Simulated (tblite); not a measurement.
Compound: C₆H₉FSSi.
Geometry (GFN2-xTB, Å), atoms numbered from 1 in this order:
```xyz
18
C6H9FSSi angstrom
F     -3.609   -0.094    0.994
C     -2.592    0.195    0.165
C     -2.465    1.391   -0.464
S     -1.052    1.405   -1.440
C     -0.643   -0.217   -0.982
C      0.607   -0.852   -1.481
C      1.680   -0.917   -0.388
Si     2.156    0.787    0.323
C     -1.562   -0.730   -0.120
H     -3.109    2.244   -0.413
H      0.379   -1.865   -1.830
H      0.987   -0.279   -2.329
H      1.324   -1.562    0.417
H      2.564   -1.402   -0.807
H      1.072    1.299    1.162
H      3.360    0.614    1.136
H      2.421    1.708   -0.783
H     -1.526   -1.719    0.297
```

All values are computed: GFN2-xTB (tblite) harmonic vibrations without scaling, gas phase. Against measured fundamentals such values can be off by several per cent, at times by over 20. Modes of hydrogen on silicon can be 10 to 20 % off. One conformer, not necessarily the lowest.

Harmonic wavenumbers (cm⁻¹): 30.3, 54.9, 115.1, 154.7, 185.4, 266.5, 277.1, 327.0, 383.7, 484.8, 508.5, 518.5, 547.2, 564.5, 582.4, 686.7, 717.0, 723.3, 771.0, 784.4, 795.8, 803.1, 816.3, 873.0, 941.4, 980.5, 1028.2, 1095.3, 1105.5, 1124.1, 1161.8, 1204.6, 1293.9, 1325.3, 1394.0, 1472.2, 1479.4, 1503.3, 1589.5, 2264.0, 2264.7, 2269.3, 2938.3, 2971.6, 2985.7, 2988.7, 3146.3, 3182.7.

A = 2001, B = 692.1, C = 650.3 MHz; mass 160.018 u (most abundant isotopes); point group C1, symmetry number 1.

Q: What is the zero-point energy?

A: Half the sum of the wavenumbers: 27841 cm⁻¹ = 333.05 kJ/mol.

Q: Entropy at 298.15 K, 1 bar (ideal gas, RRHO, classical rotation)?

A: Translation 172.15, rotation 126.60, vibration 126.66: S = 425.4 J/(mol K).

Q: And Cp and H(298.15 K) − H(0)?

A: Cp = 170.08 J/(mol K), of which vibrations give 136.83 (their classical limit is 48 R = 399.1); H(298.15 K) − H(0) = 29.67 kJ/mol without the zero-point energy, 19.75 from vibrations.

Q: Blend soft modes into free rotors: weight 1/[1 + (100 cm⁻¹/ν̃)⁴] for the oscillator and the rest for a rotor with moment μB/(μ + B), μ = h/(8π²ν), B = 10⁻⁴⁴ kg m². What vibrational entropy results?

A: 114.03 J/(mol K) in place of 126.66, which changes −T·S at 298.15 K by +3.76 kJ/mol.

Q: What must be added to the electronic energy to get the Gibbs energy at 298.15 K and 1 bar?

A: ZPE + [H(298.15 K) − H(0)] − T·S = 333.05 + 29.67 − 126.83 = 235.89 kJ/mol.

Q: How do the functions run with temperature in this model?

A: 
```json
{"T (K)": "150", "S (J/(mol K))": "336.1", "Cp (J/(mol K))": "98.1", "H − H(0) (kJ/mol)": "9.80", "G − H(0) (kJ/mol)": "-40.62", "ln q(vib)": "3.38"}
{"T (K)": "250", "S (J/(mol K))": "397.5", "Cp (J/(mol K))": "147.0", "H − H(0) (kJ/mol)": "22.03", "G − H(0) (kJ/mol)": "-77.35", "ln q(vib)": "5.98"}
{"T (K)": "400", "S (J/(mol K))": "481.6", "Cp (J/(mol K))": "213.2", "H − H(0) (kJ/mol)": "49.26", "G − H(0) (kJ/mol)": "-143.39", "ln q(vib)": "10.01"}
{"T (K)": "600", "S (J/(mol K))": "580.5", "Cp (J/(mol K))": "274.2", "H − H(0) (kJ/mol)": "98.46", "G − H(0) (kJ/mol)": "-249.85", "ln q(vib)": "15.36"}
{"T (K)": "900", "S (J/(mol K))": "703.1", "Cp (J/(mol K))": "329.0", "H − H(0) (kJ/mol)": "189.72", "G − H(0) (kJ/mol)": "-443.08", "ln q(vib)": "22.86"}
```

q(vib) and H(0) count from the zero-point level.

Q: Which modes carry the vibrational entropy at 298.15 K?

A: 30.3 cm⁻¹: 24.31; 54.9 cm⁻¹: 19.38; 115.1 cm⁻¹: 13.31; 154.7 cm⁻¹: 10.94; 185.4 cm⁻¹: 9.51; 266.5 cm⁻¹: 6.77 J/(mol K); the other 42 give 42.44 together.

Hindered rotation and anharmonicity are outside this model. Other conformers, if any are populated, would add a mixing term that is left out. The structure is chiral; the term R ln 2 for an equal mix with its mirror image is left out.
